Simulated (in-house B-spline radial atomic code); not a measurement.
## RPA and G0W0 on wB97X: W6+

Configuration [Xe] 4f14, mean-field start wB97X. Computed with a B-spline radial code for spherical atoms: all electrons, scalar-relativistic (spin-free one-electron X2C), finite nucleus, each spin shell either full or empty, empty states to l = 9 with an (l + 1/2)⁻⁴ tail; G0W0 by contour deformation at full frequency.

Without the two-electron picture change, the correlation of inner shells comes somewhat too large for so heavy an element.

Command:
```bash
python run_gw.py task.json out
```
Settings (radii: box in bohr, nucleus in fm):
```
Z                        74
electrons                68
configuration            [Xe] 4f14
hamiltonian              x2c
method                   wb97x
lmax                     9
rms_radius               5.3658
spin_polarised           False
box_radius               9.29
intervals                66
```

Time taken, with all properties: 2.8 s on 1 thread of AMD EPYC 9R14, on a shared host.

Energies (hartree):

| term | value |
| --- | --- |
| mean-field total | -16137.11636 |
| Hartree-Fock functional on these orbitals | -16131.11591 |
| direct second order | -7.1265 |
| second-order exchange | 1.7684 |
| SOSEX correction | 1.6547 |

(1) What is the RPA correlation energy, and what remains with SOSEX?

Quasi-particle levels (eV):

| level | occupied | mean field | Σx - vxc | Σc | QP weight | G0W0 |
| --- | --- | --- | --- | --- | --- | --- |
| 4f | yes | -115.51 | -11.85 | ? | ? | ? |
| 5p | yes | -120.92 | -4.13 | -0.87 | 0.970 | -125.92 |
| 5d | no | -65.90 | 3.38 | -1.79 | 0.980 | -64.31 |

G0W0 = mean field + (Σx - vxc) + Σc, with Σc (partial-wave tail included) taken at the quasi-particle energy. Only the outer levels were computed. Levels of low weight are left out.

(2) Where does G0W0 put 4f?

Results:

(1) RPA gives -6.1909 hartree (-2.48 eV per electron); RPA + SOSEX gives -4.5362, and the second-order doubles -5.3581 hartree (no singles). RPA lacks exchange-type terms and so overcorrelates at short range.

(2) At -123.46 eV, with Σc = 3.89 eV and a quasi-particle weight of 0.949. The tabulated removal energy is 122.01 ± 0.06 eV (NIST, semi-empirical); the calculation leaves out spin-orbit coupling, Breit and QED terms, and what these don't explain is the method's own error.
